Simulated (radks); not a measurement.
Species: I II. Configuration: [Kr] 4d10 5s2 5p4 (the NIST ground configuration). Calculated with a radial shooting solver on a logarithmic mesh with Libxc functionals: scalar-relativistic Kohn-Sham, SCAN, spin-polarised, spherical densities, finite nucleus; open shells are filled with parallel spins first (spin-orbit coupling, left out, can overturn this in heavy ions); meta-GGA in the generalised Kohn-Sham scheme; Fermi nuclear charge, rms radius 4.75 fm.

Normalised radial functions P(r) = r R(r), r in bohr:

r	4p down	4d down	5s down
0.001264	0.0019	0.0000	0.0294
0.001673	0.0031	0.0000	0.0372
0.002231	0.0051	0.0000	0.0470
0.002976	0.0084	0.0001	0.0586
0.003937	0.0138	0.0001	0.0717
0.005252	0.0227	0.0003	0.0863
0.007004	0.0371	0.0007	0.1009
0.009268	0.0592	0.0015	0.1126
0.01236	0.0941	0.0034	0.1182
0.01649	0.1457	0.0073	0.1114
0.02199	0.2174	0.0154	0.0855
0.02909	0.3051	0.0312	0.0364
0.0388	0.4018	0.0621	-0.0383
0.05176	0.4729	0.1176	-0.1234
0.06848	0.4648	0.2058	-0.1840
0.09134	0.3121	0.3357	-0.1754
0.1218	-0.0165	0.4888	-0.0596
0.1612	-0.4267	0.6049	0.1281
0.215	-0.7114	0.5908	0.2752
0.2867	-0.5736	0.3421	0.2149
0.3794	0.0401	-0.1354	-0.0718
0.506	0.8449	-0.7124	-0.3822
0.6749	1.2892	-1.0982	-0.3752
0.893	1.1361	-1.1041	0.0227
1.191	0.6462	-0.8030	0.5595
1.588	0.2397	-0.4304	0.8354
2.102	0.0569	-0.1700	0.7386
2.803	0.0075	-0.0455	0.4436
3.739	0.0004	-0.0071	0.1757
4.947	0.0000	-0.0006	0.0446
6.598	0.0000	0.0000	0.0058

4p down: eigenvalue -140.26 eV, 2 radial nodes at r = 0.120, 0.374 bohr, <r> = 0.792 bohr, 90 % of the charge inside 1.16 bohr. 4d down: eigenvalue -60.681 eV, 1 radial node at r = 0.354 bohr, <r> = 0.919 bohr, 90 % of the charge inside 1.40 bohr. 5s down: eigenvalue -25.747 eV, 4 radial nodes at r = 0.0338, 0.134, 0.358, 0.882 bohr, <r> = 1.92 bohr, 90 % of the charge inside 2.80 bohr.
